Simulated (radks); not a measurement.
Spherical quantum dot in the effective-mass picture: electrons in a hard-walled sphere of radius 4.06, all in effective atomic units (hartree* = m*/eps^2 hartree, bohr* = eps/m* bohr), one dielectric constant everywhere. Method: non-relativistic Kohn-Sham, LDA (Slater exchange, Perdew-Wang correlation), spin-polarised, spherical densities; computed with a radial shooting solver with Libxc functionals. Levels are named by radial order and angular momentum (1s, 1p, 1d, 2s, ...), and open shells are averaged over m.

N = 20, configuration 1s2 1p6 1d10 1f(up 2, down 0). This is the lowest configuration that the search found. Occupied and some empty levels:

level,occupation,eigenvalue (hartree*),<r> (bohr*)
1s up,1,6.5193,2.733
1s down,1,6.5407,2.725
1p up,3,6.6781,2.840
1p down,3,6.7009,2.835
1d up,5,6.9523,2.931
1d down,5,6.9761,2.929
1f up,2,7.3272,3.007
1f down,0,7.3517,3.006
2s up,0,7.6049,1.821
2s down,0,7.6128,1.821
1g up,0,7.7944,3.072
1g down,0,7.8193,3.071
2p up,0,8.1275,2.127
2p down,0,8.1383,2.126
2d up,0,8.7491,2.321
2d down,0,8.7623,2.319

Energy (hartree*): total 76.1513, kinetic 20.279, external 0, Hartree 63.768, exchange-correlation -7.8956.

Electron density:

r (bohr*),n(r) (e/bohr*^3)
0.320,0.004634
0.622,0.006716
0.925,0.01117
1.23,0.01949
1.53,0.03361
1.83,0.05511
2.14,0.08371
2.44,0.1146
2.74,0.1363
3.05,0.1326
3.35,0.09471
3.65,0.03879
3.96,0.002678
